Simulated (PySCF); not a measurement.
PySCF input (TPSSh/def2-TZVPD):

```python
from pyscf import gto, scf, dft

mol = gto.M(
    atom='''
    Si    1.47941424    0.56693286    0.06098385
    C     0.13558990   -0.44527435   -0.51572468
    Si   -1.52578341   -0.41449088    0.11823995
    H     2.77980536   -0.14433780    0.38095748
    H     2.01974168    1.66862290   -0.83742257
    H     1.13823290    1.30209220    1.32304006
    H     0.32539045   -1.07708602   -1.38352361
    H    -2.64257808    0.14602378   -0.74859438
    H    -1.64087647    0.39450333    1.37598864
    H    -2.14408682   -1.75236005    0.47476924
    ''',
    basis='def2-tzvpd',
    charge=-1,
    spin=0,
    verbose=4,
)

mf = dft.RKS(mol, xc='tpssh').density_fit(auxbasis='def2-universal-jkfit')
mf.grids.level = 3
mf.conv_tol = 1e-9
mf.max_cycle = 100
mf.max_memory = 1500
mf.kernel()
if not mf.converged:
    mf = mf.newton()
    mf.kernel(mf.make_rdm1())
mf.analyze()
```

Output:

```
PySCF version 2.14.0

[INPUT] verbose = 4
[INPUT] num. atoms = 10
[INPUT] num. electrons = 42
[INPUT] charge = -1
[INPUT] spin (= nelec alpha-beta = 2S) = 0
[INPUT] symmetry False subgroup None
[INPUT] Mole.unit = angstrom
[INPUT] Symbol           X                Y                Z      unit          X                Y                Z       unit  Magmom
[INPUT]  1 Si     1.479414240000   0.566932860000   0.060983850000 AA    2.795687738382   1.071347836416   0.115242774522 Bohr   0.0
[INPUT]  2 C      0.135589900000  -0.445274350000  -0.515724680000 AA    0.256227776257  -0.841446571794  -0.974578400879 Bohr   0.0
[INPUT]  3 Si    -1.525783410000  -0.414490880000   0.118239950000 AA   -2.883312770305  -0.783274244330   0.223441122482 Bohr   0.0
[INPUT]  4 H      2.779805360000  -0.144337800000   0.380957480000 AA    5.253070809998  -0.272758911422   0.719905302304 Bohr   0.0
[INPUT]  5 H      2.019741680000   1.668622900000  -0.837422570000 AA    3.816758617569   3.153240286178  -1.582499307829 Bohr   0.0
[INPUT]  6 H      1.138232900000   1.302092200000   1.323040060000 AA    2.150948446969   2.460597646932   2.500183365228 Bohr   0.0
[INPUT]  7 H      0.325390450000  -1.077086020000  -1.383523610000 AA    0.614898834049  -2.035397590398  -2.614480709770 Bohr   0.0
[INPUT]  8 H     -2.642578080000   0.146023780000  -0.748594380000 AA   -4.993748833979   0.275944951874  -1.414638356589 Bohr   0.0
[INPUT]  9 H     -1.640876470000   0.394503330000   1.375988640000 AA   -3.100807132543   0.745503248929   2.600241680113 Bohr   0.0
[INPUT] 10 H     -2.144086820000  -1.752360050000   0.474769240000 AA   -4.051736877090  -3.311480566129   0.897183835968 Bohr   0.0

nuclear repulsion = 142.555378893005
number of shells = 78
number of NR pGTOs = 267
number of NR cGTOs = 186
basis = def2-tzvpd
ecp = {}

******** <class 'pyscf.df.df_jk.DFRKS'> ********
method = DFRKS
initial guess = minao
damping factor = 0
level_shift factor = 0
DIIS = <class 'pyscf.scf.diis.CDIIS'>
diis_start_cycle = 1
diis_space = 8
diis_damp = 0
SCF conv_tol = 1e-09
SCF conv_tol_grad = None
SCF max_cycles = 100
direct_scf = False
XC library pyscf.dft.libxc version 7.1.2
    S. Lehtola, C. Steigemann, M. J. T. Oliveira, and M. A. L. Marques,  SoftwareX 7, 1–5 (2018)
XC functionals = tpssh
    V. N. Staroverov, G. E. Scuseria, J. Tao, and J. P. Perdew,  J. Chem. Phys. 119, 12129 (2003)
radial grids:
    Treutler-Ahlrichs [JCP 102, 346 (1995); DOI:10.1063/1.469408] (M4) radial grids

becke partition: Becke, JCP 88, 2547 (1988); DOI:10.1063/1.454033
pruning grids: <function nwchem_prune>
grids dens level: 3
symmetrized grids: False
atomic radii adjust function: <function treutler_atomic_radii_adjust>
small_rho_cutoff = 0
Set gradient conv threshold to 3.16228e-05
Initial guess from minao.
tot grids = 121136
******** <class 'pyscf.df.df.DF'> ********
auxbasis = def2-universal-jkfit
init E= -621.126894910556
[...]
cycle= 10 E= -621.383022736986  delta_E= -6.42e-10  |g|= 1.31e-05  |ddm|= 6.13e-05
  HOMO = 0.00919374085583158  LUMO = 0.134795253543344  gap/eV = 3.41779
Extra cycle  E= -621.38302273692  delta_E= 6.58e-11  |g|= 2.01e-05  |ddm|= 3.17e-05
converged SCF energy = -621.38302273692
**** SCF Summaries ****
Total Energy =                        -621.383022736919770
Nuclear Repulsion Energy =             142.555378893004985
One-electron Energy =                -1149.819441097131175
Two-electron Energy =                  385.881039467206449
Two-electron Coulomb Energy =          436.040721804524651
DFT Exchange-Correlation Energy =      -50.159682337318202
HOMO-LUMO gap [eV] =                     3.417791246435821
**** MO energy ****
MO #1   energy= -65.7862371977901  occ= 2
MO #2   energy= -65.7862364593727  occ= 2
MO #3   energy= -9.87036835255538  occ= 2
MO #4   energy= -5.01639456965024  occ= 2
MO #5   energy= -5.01639346042182  occ= 2
MO #6   energy= -3.3645116372217   occ= 2
MO #7   energy= -3.36450946827831  occ= 2
MO #8   energy= -3.36380180360706  occ= 2
MO #9   energy= -3.36379919184171  occ= 2
MO #10  energy= -3.36158240287054  occ= 2
MO #11  energy= -3.36156969837008  occ= 2
MO #12  energy= -0.44813962768011  occ= 2
MO #13  energy= -0.326423577905732 occ= 2
MO #14  energy= -0.293984757610048 occ= 2
MO #15  energy= -0.187697511770104 occ= 2
MO #16  energy= -0.149947936282846 occ= 2
MO #17  energy= -0.145559496660036 occ= 2
MO #18  energy= -0.138697480871951 occ= 2
MO #19  energy= -0.130924302306553 occ= 2
MO #20  energy= -0.113787875624562 occ= 2
MO #21  energy= 0.00919374085583158 occ= 2
MO #22  energy= 0.134795253543344  occ= 0
MO #23  energy= 0.146784163314555  occ= 0
MO #24  energy= 0.15531218708753   occ= 0
MO #25  energy= 0.182947429857207  occ= 0
MO #26  energy= 0.186925161644728  occ= 0
MO #27  energy= 0.192619847601863  occ= 0
MO #28  energy= 0.192823056642493  occ= 0
MO #29  energy= 0.206565914866031  occ= 0
MO #30  energy= 0.212072982871911  occ= 0
MO #31  energy= 0.219195785456852  occ= 0
MO #32  energy= 0.219903978707768  occ= 0
MO #33  energy= 0.220850271629401  occ= 0
MO #34  energy= 0.22466466158565   occ= 0
MO #35  energy= 0.25483501492075   occ= 0
MO #36  energy= 0.258062875061064  occ= 0
MO #37  energy= 0.272522000416296  occ= 0
MO #38  energy= 0.273667935920331  occ= 0
MO #39  energy= 0.293036615662163  occ= 0
MO #40  energy= 0.30200794628423   occ= 0
MO #41  energy= 0.308785000305777  occ= 0
MO #42  energy= 0.31176492684838   occ= 0
MO #43  energy= 0.323695307011682  occ= 0
MO #44  energy= 0.331930091785546  occ= 0
MO #45  energy= 0.335313814011437  occ= 0
MO #46  energy= 0.354410277699064  occ= 0
MO #47  energy= 0.36408058527372   occ= 0
MO #48  energy= 0.366842026681703  occ= 0
MO #49  energy= 0.381141293888223  occ= 0
MO #50  energy= 0.381239235006316  occ= 0
MO #51  energy= 0.383866255514632  occ= 0
MO #52  energy= 0.405523380532149  occ= 0
MO #53  energy= 0.419813266380231  occ= 0
MO #54  energy= 0.427432349212192  occ= 0
MO #55  energy= 0.431670892059202  occ= 0
MO #56  energy= 0.436497707607091  occ= 0
MO #57  energy= 0.440233170622662  occ= 0
MO #58  energy= 0.448493540904108  occ= 0
MO #59  energy= 0.45546677856247   occ= 0
MO #60  energy= 0.463957844544028  occ= 0
MO #61  energy= 0.473758599595378  occ= 0
MO #62  energy= 0.486571910748611  occ= 0
MO #63  energy= 0.492260507175234  occ= 0
MO #64  energy= 0.501608690293349  occ= 0
MO #65  energy= 0.503142442527665  occ= 0
MO #66  energy= 0.50596116604913   occ= 0
MO #67  energy= 0.531262851024206  occ= 0
MO #68  energy= 0.548168482256673  occ= 0
MO #69  energy= 0.564887850100241  occ= 0
MO #70  energy= 0.569035858076141  occ= 0
MO #71  energy= 0.573097481550611  occ= 0
MO #72  energy= 0.590742328681216  occ= 0
MO #73  energy= 0.607305284462425  occ= 0
MO #74  energy= 0.610972686734397  occ= 0
MO #75  energy= 0.620786150444588  occ= 0
MO #76  energy= 0.628391092867818  occ= 0
MO #77  energy= 0.641435129299119  occ= 0
MO #78  energy= 0.641750612382033  occ= 0
MO #79  energy= 0.665667706338221  occ= 0
MO #80  energy= 0.670516856963622  occ= 0
MO #81  energy= 0.673472587923822  occ= 0
MO #82  energy= 0.696199586221981  occ= 0
MO #83  energy= 0.704778163840241  occ= 0
MO #84  energy= 0.72621368928311   occ= 0
MO #85  energy= 0.747092216857026  occ= 0
MO #86  energy= 0.755570075828535  occ= 0
MO #87  energy= 0.788236544941595  occ= 0
MO #88  energy= 0.79504827838005   occ= 0
MO #89  energy= 0.803013157729537  occ= 0
MO #90  energy= 0.841567036285461  occ= 0
MO #91  energy= 0.856922273394026  occ= 0
MO #92  energy= 0.867136521517132  occ= 0
MO #93  energy= 0.890306834130742  occ= 0
MO #94  energy= 0.906724230580454  occ= 0
MO #95  energy= 0.912570720985249  occ= 0
MO #96  energy= 0.924868131419447  occ= 0
MO #97  energy= 0.925813416530433  occ= 0
MO #98  energy= 1.03291507427943   occ= 0
MO #99  energy= 1.07513869447524   occ= 0
MO #100 energy= 1.11170431575985   occ= 0
MO #101 energy= 1.17335440308479   occ= 0
MO #102 energy= 1.18921104631139   occ= 0
MO #103 energy= 1.19183261621677   occ= 0
MO #104 energy= 1.20598811265906   occ= 0
MO #105 energy= 1.22595900412371   occ= 0
MO #106 energy= 1.31820127051027   occ= 0
MO #107 energy= 1.32294919813978   occ= 0
[...]
```

It need not be the lowest isomer of its formula. Whether it binds its extra electron was not tested at this geometry.
